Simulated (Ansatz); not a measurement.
System: PbI, net charge 0, doublet state. 
Coordinates optimised at B3LYP-D3(BJ)/def2-TZVP (Ansatz, a quantum-chemistry and plane-wave program):
SMILES: [I][Pb]
```xyz
2

Pb     0.0000     0.0000    -1.1115
I      0.0000     0.0000     1.7197
```
Charge 0, spin multiplicity 2.

Quantity: atomisation energy (electronic, to ground-state atoms), in kJ/mol. Correlated levels leave the core frozen unless marked. UHF or UKS for open shells. Spin-orbit coupling is left out. Frozen are the shells of the preceding noble gas and the d and f shells that filled before the atom's block. In def2 rows, elements after Kr have scalar-relativistic effective core potentials. The coupled-cluster limit lacks core correlation, which all-electron functionals hold. Basis-set limits of correlation are two-point, X^-3; Hartree-Fock from the larger set.

| level | program | atomisation energy (kJ/mol) |
|---|---|---|
| B3LYP-D3(BJ)/def2-TZVPD | Ansatz + dftd3 | 295.3 |
| PBE0-D3(BJ)/def2-TZVPD | Ansatz + dftd3 | 295.2 |
| PBE0-D4/def2-TZVP | Ansatz + dftd4 | 294.6 |
| PBE0-D4/def2-TZVPD | Ansatz + dftd4 | 295.3 |
| PBE0/def2-TZVP | Ansatz | 289.9 |
| r2SCANh-D4/def2-TZVPD | Ansatz + dftd4 | 290.7 |
| r2SCANh/def2-TZVPD | Ansatz | 289.6 |
| r2SCAN0/def2-TZVPD | Ansatz | 282.0 |
| HSE06-D3(BJ)/def2-TZVPD | Ansatz + dftd3 | [?] |
| CAM-B3LYP/def2-TZVPD | Ansatz | [?] |
| LC-wPBE-D3(BJ)/def2-TZVPD | Ansatz + dftd3 | 268.0 |
| LC-wPBE/def2-TZVPD | Ansatz | 261.8 |
| RPA@PBE/def2-QZVPP | Ansatz | [?] |
| SCS-MP2/def2-SVP | Ansatz | 234.6 |
| SCS-MP2/def2-SVPD | Ansatz | 244.3 |
| CCSD/def2-SVP | Ansatz | 229.0 |
| CCSD/def2-QZVPPD | Ansatz | 263.5 |
| CCSDT/def2-SVP | Ansatz | 237.4 |
| CCSD(T)/CBS(def2-TZVPPD,def2-QZVPPD) | Ansatz | 284.1 |

What belongs in the gaps?


- HSE06-D3(BJ)/def2-TZVPD, atomisation energy (kJ/mol): 296.6
- CAM-B3LYP/def2-TZVPD, atomisation energy (kJ/mol): 275.5
- RPA@PBE/def2-QZVPP, atomisation energy (kJ/mol): 234.2
